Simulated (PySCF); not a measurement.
# Two-photon absorption: `CCO/C=C/B(F)F`, C$_{4}$H$_{7}$BF$_{2}$O

Cartesian coordinates in Å; atom numbers follow the order of the lines, from 1:
```xyz
15

C    -2.747   -0.304    0.343
C    -1.479    0.455    0.053
O    -0.377   -0.399    0.323
C     0.835    0.081    0.080
C     1.968   -0.617    0.293
B     3.315    0.028   -0.013
F     3.402    1.272   -0.482
F     4.464   -0.607    0.169
H    -2.780   -0.614    1.397
H    -3.624    0.327    0.137
H    -2.810   -1.205   -0.284
H    -1.404    1.359    0.685
H    -1.443    0.780   -1.002
H     0.874    1.107   -0.317
H     1.886   -1.633    0.689
```

Method used: TDDFT LC-wPBE/def2-SVPD excited states, vertical, gas phase in PySCF. Geometry: PBE0-D3(BJ)/def2-SVP.

How strongly do the lowest singlets absorb one photon, and two photons of half the energy?

δ for parallel linear polarisation; σ at the peak of a Lorentzian of half width 0.1 eV, single beam; Ω is circular over linear.
```tsv
state	E (eV)	f	photon λ (nm)	δ (au)	σ (GM)	Ω	main
S1	6.04	0.538	411	159	2.13	0.73	HOMO→LUMO 0.97
S2	7.47	0.055	332	8.99	0.18	1.50	HOMO→LUMO+1 0.76, HOMO→LUMO+4 0.11
S3	7.83	0.002	317	0.73	0.02	1.50	HOMO−1→LUMO 0.76, HOMO−4→LUMO 0.11
S4	8.12	0.005	305	2.39	0.06	1.50	HOMO−3→LUMO 0.83
S5	8.18	0.000	303	79.8	1.95	1.50	HOMO→LUMO+3 0.60, HOMO→LUMO+4 0.10
```

Among these, the strongest one-photon state is S1, the strongest two-photon state S1, with a dipole change of 2.2 D (relaxed, norm of the difference vector).
